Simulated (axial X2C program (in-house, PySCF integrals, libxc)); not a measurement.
# NaRu: cheaper levels and CCSD(T), 2c

Computed with an in-house all-electron X2C program for linear molecules (integrals from PySCF). Two-component (2c) means X2C with spin–orbit coupling and atomic mean-field two-electron Coulomb and Gaunt terms. Basis: Ru dyall-cv3z [12s12p8d5f3g], Na dyall-cv3z [9s8p5d2f] (cores contracted in-house); Gaussian nuclei, density fitting, unrestricted open shells. Masses: Ru 101.904 u, Na 22.990 u.

State: Ω = 3/2 (⟨Sz⟩ = 1.48, ⟨Lz⟩ = 0.02 at HF); fragments Ru + Na.

```
level  Re (Å)  ωe (cm⁻¹)
 PBE0   2.763      195.1
   HF   3.058      116.4
 CCSD   2.767      204.8
```

Correlated methods: 9 electrons correlated (number of frozen shells: Ru 4 s, 3 p, 1 d; Na 2 s, 1 p), 313 virtual spin orbitals or spinors in MP2, 90 natural virtuals in coupled cluster.

CCSD(T), same Hamiltonian and basis:

Re = 2.752 Å, ωe = 211.6 cm⁻¹; T1 = 0.071 (Lee–Taylor normalisation).

Question: Give the differences from CCSD(T) in the columns below.

Answer: 

```json
{"level": "PBE0", "ΔRe (Å)": "0.011", "Δωe (cm⁻¹)": "-16.5"}
{"level": "HF", "ΔRe (Å)": "0.306", "Δωe (cm⁻¹)": "-95.2"}
{"level": "CCSD", "ΔRe (Å)": "0.015", "Δωe (cm⁻¹)": "-6.8"}
```

Occupations by symmetry block were frozen at the best pattern of an incomplete PBE0 search. De is not given where an atomic determinant may have missed its ground term or J level, or where the truncated virtual space spoils (T). Density functionals use the spin component along the axis (collinear). CCSD and (T) use frozen natural virtuals with an MP2 correction for the truncation; (T) itself is uncorrected, so its De runs slightly low. PBE0 can misorder states that lie within some tenths of an eV, so this need not be the ground state of the molecule. The nearest other 2c determinant of the search, Ω = 7/2, lies 0.07 eV up at the distance of the search. The functionals have no current-density term, which raises determinants with orbital currents, atoms included. With several unpaired electrons one determinant need not be a pure state. This is the top spin component of a Σ state; components of lower Ω are not single determinants and can lie lower. The determinant is spin-polarised beyond a pure state at some levels (its spin-free form has ⟨S²⟩ too high), which makes Re and μ there less reliable. The T1 diagnostic is large, a sign of multireference character. With the outer-core shells frozen, correlated bond lengths of heavy atoms tend to come out a few hundredths of an ångström too long.
